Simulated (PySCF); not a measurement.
**C₆ coefficients of unlike pairs at UHF**

Calculated with PySCF 2.14 from the dipole response of each species, C₆(A,B) = (3/π) ∫ α_A(iu) α_B(iu) du, in atomic units, from isotropic polarisabilities. For ions this is the dispersion term alone; charge-induced terms of lower order in 1/R come first.

```tsv
species	configuration	basis	relativity	α (bohr³)	C₆ (like pair)
La⁺	[Xe] 5d2 (3F)	x2c-TZVPPall with one added diffuse shell each of s, p, d type (12s8p8d3f1g)	spin-free X2C	48.47	409.1
Rh	[Kr] 4d8 5s1 (4F)	aug-cc-pwCVTZ-DK (11s10p8d4f3g)	spin-free X2C	89.25	805.8
Tl⁺	[Xe] 4f14 5d10 6s2 (1S)	aug-cc-pwCVTZ-DK3 with one added diffuse shell each of s, d, f type (12s10p9d6f1g)	spin-free X2C	24.06	194.1
Cr	[Ar] 3d5 4s1 (7S)	dyall-av2z (16s12p7d2f)	none	112.2	1024
```

Question: Estimate C₆ for Tl⁺ with Rh.

Answer: The integral gives 355.3. The combination rule 2 C_A C_B / (C_A α_B/α_A + C_B α_A/α_B) gives 333.8 and the geometric mean 395.5.

No spin-orbit coupling is included.

The other pairs:

```tsv
pair	C₆
Tl⁺, La⁺	275.7
Cr, Rh	898.6
Cr, Tl⁺	369.1
Rh, La⁺	555.9
Cr, La⁺	597.7
```
